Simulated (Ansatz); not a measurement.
BeHI (SMILES [BeH][I]) moved off its minimum; all values from Ansatz (a first-principles code), cores frozen in correlated methods. Elements past Kr take the def2 small-core potentials, without spin–orbit coupling.
(charge 0, multiplicity 1)
```xyz
3

Be     0.01183    -0.05376    -1.96142
H      0.02288     0.04471    -3.40393
I      0.04563     0.07946     0.23263
```

Forces at MP2/def2-TZVPPD (eV/Å):

```
atom      Fx      Fy      Fz
----  ------  ------  ------
Be1    0.046   0.293  -1.419
H2    -0.031  -0.214   1.538
I3    -0.015  -0.079  -0.119
```

Give the forces (eV/Å), the total energy and the dipole at CCSD(T)/def2-TZVPPD.


| atom | Fx | Fy | Fz |
|---|---|---|---|
| Be1 | 0.044 | 0.279 | -1.383 |
| H2 | -0.030 | -0.205 | 1.437 |
| I3 | -0.013 | -0.074 | -0.054 |
Energy -312.1397 hartree, dipole 0.27 D.
